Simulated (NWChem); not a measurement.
# C$_{2}$H$_{4}$FNSi; SMILES C#C[Si@@H](N)F

```xyz
9

C      0.0120     2.5498    -0.1571
C      0.0158     1.3496     0.0416
Si     0.0282    -0.4509     0.3678
N     -1.3972    -1.1198    -0.2797
F      1.3955    -1.0238    -0.3074
H      0.0087     3.6114    -0.3327
H      0.1235    -0.7750     1.8101
H     -1.7656    -0.8145    -1.1727
H     -1.7067    -2.0532    -0.0368
```
Atoms are numbered in this order, from 1.

All runs: NWChem. Medium grid unless said otherwise, to which SCAN and Minnesota functionals are sensitive. The geometry was optimised at PBE0/def2-SVP. Total energies of different functionals are on different scales.

| level | energy (Ha) | highest occupied level (eV) | orbital gap (eV) | dipole (D) |
|---|---|---|---|---|
| PBE/def2-SVP | -522.0482 | [?] | 5.34 | 2.05 |
| B3LYP/def2-SVP | -522.4871 | -7.52 | 7.32 | 2.06 |
| TPSSh/def2-SVP | -522.4860 | -7.01 | 6.58 | 2.06 |
| Hartree-Fock/def2-SVP | -520.6568 | -11.11 | 14.74 | 2.18 |
| BLYP/def2-SVP | -522.4011 | -6.12 | 5.35 | 2.02 |
| M06-2X/def2-SVP | -522.3597 | -9.25 | 10.16 | 2.08 |

**Question.** Fill in the missing entries.

**Answer.** 
- PBE/def2-SVP, highest occupied level (eV): -6.31
